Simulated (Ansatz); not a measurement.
The first iterations of a band of CH₂BFO (6 atoms, charge 0, multiplicity 1).

The calculation used RKS B3LYP-D4/def2-SVPD (Ansatz 0.2.0).

```json
{
  "movable images": "5",
  "climbing image": "yes",
  "spring": "5.0 eV/Å²",
  "optimiser": "quadratic models (default)",
  "start path": "through a guess of the saddle point",
  "force threshold": "0.03 eV/Å",
  "iteration limit": "60",
  "end points": "relaxed"
}
```

First end point:

```xyz
6
Properties=species:S:1:pos:R:3
F -1.454 0.010 -0.925
C -0.180 -0.281 -0.534
B 0.305 0.105 0.852
O 0.583 0.916 -0.177
H 0.312 -0.898 -1.289
H 0.476 0.084 2.026
```

Last end point:

```xyz
6
Properties=species:S:1:pos:R:3
F -2.263 0.353 -0.359
C -1.294 -0.501 -0.162
B 0.132 -0.042 0.180
O 1.136 0.011 -0.730
H 2.018 0.094 -0.353
H 0.312 0.021 1.379
```

| iteration | highest image above the first end (eV) | largest band force component (eV/Å) |
| --- | --- | --- |
| 1 | 8.107 | 45.707 |
| 2 | 4.457 | 3.988 |
| 3 | 3.722 | 3.664 |
| 4 | 2.947 | 3.467 |
| 5 | 2.821 | 4.516 |

Problem. Does the band converge within its limit, and where does its top end?

Solution. The run converged. It ended after 16 iterations with the highest image 2.749 eV above the first end. The profile has 2 maxima (images 2, 5) with wells between them (image 3): this band takes more than one step, which may be the mechanism or a detour left from its start path. Neighbouring images differ by up to 1.7 eV, so the band resolves the path poorly. A vibrational analysis at the climbing image gives one clearly imaginary mode, 1581i cm⁻¹: a first-order saddle point. The orbitals stay closed-shell, which can raise the energy where a bond breaks towards radicals; this wasn't checked here.

The run took 88 s on 2 threads of Intel(R) Xeon(R) Platinum 8488C (Sapphire Rapids), with other jobs on the host, peak memory 0.2 GiB.
